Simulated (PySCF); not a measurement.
Below is a simulated gas-phase P 2p photoelectron spectrum of `[SiH2]1P[SiH2]P1`.

Every computed line was given a Gaussian of 1.0 eV full width at half maximum and an area set by the number of equivalent atoms (split 2:1 within a doublet); the highest printed point is 100. The calculation used delta-SCF UKS SCAN, pcX-2 on the ionised atom, pcseg-1 elsewhere, spin-free X2C (PySCF).

binding energy (eV), intensity and a bar:
```
    134.2          0 
    134.3          0 
    134.4          1 
    134.5          2 
    134.6          3 #
    134.7          6 ##
    134.8         10 ###
    134.9         17 #####
    135.0         25 #######
    135.1         36 ###########
    135.2         48 ##############
    135.3         62 ###################
    135.4         75 #######################
    135.5         87 ##########################
    135.6         95 #############################
    135.7        100 ##############################
    135.8        100 ##############################
    135.9         97 #############################
    136.0         91 ###########################
    136.1         84 #########################
    136.2         78 #######################
    136.3         72 ######################
    136.4         67 ####################
    136.5         62 ###################
    136.6         57 #################
    136.7         51 ###############
    136.8         44 #############
    136.9         37 ###########
    137.0         30 #########
    137.1         23 #######
    137.2         16 #####
    137.3         11 ###
    137.4          7 ##
    137.5          5 #
    137.6          3 #
    137.7          1 
    137.8          1 
    137.9          0 
    138.0          0
```

Problem. Count the maxima, the lines and the sites behind this envelope.

Solution. The curve has 1 maximum (at 135.8 eV). Under it lie 2 lines from 1 inequivalent phosphorus site, drawn as a 2p3/2, 2p1/2 pair. At this width some lines have no maximum of their own.

Problem. Decompose the envelope and assign each component. Numbering: `[SiH2:1]1[PH:2][SiH2:3][PH:4]1`.

Solution. 
```json
{"position (eV)": "135.69", "relative area": "1.33", "line": "P 2p3/2", "atoms": "P2/P4", "environment": "three-coordinate phosphorus"}
{"position (eV)": "136.58", "relative area": "0.67", "line": "P 2p1/2", "atoms": "P2/P4", "environment": "three-coordinate phosphorus"}
```

Shake-up satellites, vibrational structure and lifetime widths aren't simulated. Atoms equivalent by their bonding share one computed value, that of the first of them. The 2p values aren't plain energy differences: one relaxed spin-free 2p hole is combined with a matrix within the shell (ground-state 2p orbital-energy differences and spin–orbit coupling). 2p3/2, the mean of its two sublevels, lies a third of the splitting below the shell's mean and 2p1/2 two thirds above it; the statistical areas are 2:1. 2p1/2 minus 2p3/2 (ligand field included): P 0.89 eV. Isolated species at its GFN2-xTB geometry, gas phase.
